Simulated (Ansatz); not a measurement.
Start from `[NH]=[Nb]([F])([F])[Cl]` and change one atom or group to get `[NH]=[Nb]([NH2])([F])[F]`.

Ansatz, PBE0-D4/def2-TZVP geometries, multiplicity 1. Each molecule was computed in one conformer, which needn't be the lowest.

Elements past krypton have def2 core potentials.

```csv
property,`[NH]=[Nb]([F])([F])[Cl]`
HOMO energy (PBE/def2-TZVPP) / eV,-7.40
LUMO energy (PBE/def2-TZVPP) / eV,-2.93
size of the dipole moment (B3LYP/def2-TZVPP) / D,1.29
size of the dipole moment (PBE/def2-TZVPP) / D,1.22
HOMO–LUMO gap (PBE/def2-TZVPP) / eV,4.47
zero-point energy (PBE0-D4/def2-TZVP) / kJ/mol,51.2
```

Problem. Give the same properties after the change, and the shifts. (An estimate is asked.)

Solution. The calculation gave: 
| property | `[NH]=[Nb]([NH2])([F])[F]` | shift |
| --- | --- | --- |
| HOMO energy (PBE/def2-TZVPP) / eV | -6.77 | 0.63 |
| LUMO energy (PBE/def2-TZVPP) / eV | -2.02 | 0.91 |
| size of the dipole moment (B3LYP/def2-TZVPP) / D | 2.54 | 1.25 |
| size of the dipole moment (PBE/def2-TZVPP) / D | 2.45 | 1.23 |
| HOMO–LUMO gap (PBE/def2-TZVPP) / eV | 4.75 | 0.28 |
| zero-point energy (PBE0-D4/def2-TZVP) / kJ/mol | 114.6 | 63.4 |

With PBE0 the HOMO rises by 0.59 eV and the LUMO rises by 0.97 eV, so the gap widens by about 0.38 eV. PBE moves the HOMO by 0.63 eV and ωB97M-V by 0.48 eV. The zero-point energy changes by 63.4 kJ/mol with +6 modes. Dipoles are sizes alone; their direction can turn.

Positive LUMOs are unbound, so they and the gaps depend on the basis.

B3LYP here is the variant with VWN-RPA as its local correlation; programs differ in this.
